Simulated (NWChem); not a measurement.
**AgCl in NWChem**

SMILES: [Cl][Ag]
```xyz
2

Ag     0.0000     0.0000    -0.6112
Cl     0.0000     0.0000     1.6899
```
Charge 0, spin multiplicity 1.

Everything below was run with NWChem. The geometry was optimised at PBE0/def2-SVP with def2 effective core potentials on Ag, a minimum by its harmonic frequencies.

Symmetry labels belong to the abelian group C2v used in the runs, with the axes of the coordinates shown; states degenerate in a higher group split over its labels.

Effective core potentials replace the inner electrons of Ag; spin-orbit coupling is left out. The structure started from a generated list of species.

Problem. List the lowest 3 singlet excitations that TD-PBE/def2-SVPD with def2 effective core potentials on Ag gives, with oscillator strengths.

Solution. 
```tsv
state	symmetry	energy (eV)	wavelength (nm)	f
1	b2	2.40	517	0.006
2	b1	2.40	517	0.006
3	a1	3.40	365	0.056
```
